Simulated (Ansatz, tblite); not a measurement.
Cost and result up the ladder for `CN(C)c1ccc(-c2ccc(-c3ccc(C#N)cc3)cc2)cc1` (41 atoms). Charge 0, multiplicity 1. Geometry: PBE-D4/def2-SVP.

```xyz
41

C    -5.073    1.373    4.076
N    -3.985    0.425    4.204
C    -3.874   -0.395    5.394
C    -3.037    0.322    3.204
C    -1.960   -0.606    3.292
C    -1.007   -0.700    2.278
C    -1.061    0.105    1.117
C    -0.049   -0.005    0.047
C     1.284   -0.391    0.327
C     2.243   -0.491   -0.683
C     1.921   -0.213   -2.032
C     2.936   -0.318   -3.103
C     2.577   -0.707   -4.417
C     3.529   -0.806   -5.432
C     4.887   -0.515   -5.164
C     5.870   -0.614   -6.201
N     6.675   -0.695   -7.053
C     5.262   -0.126   -3.856
C     4.299   -0.032   -2.850
C     0.589    0.170   -2.316
C    -0.368    0.273   -1.304
C    -2.133    1.023    1.033
C    -3.093    1.139    2.039
H    -5.738    1.291    4.954
H    -5.688    1.182    3.167
H    -4.713    2.427    4.019
H    -4.706   -0.159    6.082
H    -3.925   -1.483    5.161
H    -2.919   -0.215    5.940
H    -1.872   -1.273    4.159
H    -0.210   -1.452    2.379
H     1.580   -0.600    1.366
H     3.263   -0.812   -0.423
H     1.530   -0.963   -4.638
H     3.232   -1.119   -6.444
H     6.314    0.110   -3.642
H     4.604    0.300   -1.847
H     0.303    0.413   -3.350
H    -1.397    0.559   -1.569
H    -2.204    1.695    0.165
H    -3.888    1.885    1.922
```

Ansatz on 2 threads of AMD EPYC 7R13 on a shared host and a share (18 GiB) of an NVIDIA H100 80GB HBM3; xTB runs through tblite on one thread. Times are rough, summed over both states, and most runs start from the orbitals of an earlier one. PBE0-D4/def2-TZVP serves as the yardstick here, not as an exact answer. The other state is a doublet.

The xTB rows come from tblite. Single mean-field runs in def2-TZVP are fitted with def2-universal-jkfit.

Raw xTB energies of ions are shifted by several eV.

| level | functions | wall time |
| --- | --- | --- |
| GFN2-xTB | 110 | 0.16 s |
| GFN1-xTB | 128 | 0.22 s |
| PBE-D4/def2-TZVP | 821 | 15 s |
| PBE0-D4/def2-TZVP (with forces) | 821 | 21 s |

Q: Estimate what each level gives for the vertical IE (eV).

A: 
```
                          level  vertical IE (eV)  difference from PBE0-D4/def2-TZVP (eV)
                       GFN2-xTB             11.45                                    4.63
                       GFN1-xTB             12.34                                    5.52
               PBE-D4/def2-TZVP              6.62                                   -0.21
PBE0-D4/def2-TZVP (with forces)              6.82                                    0.00
```
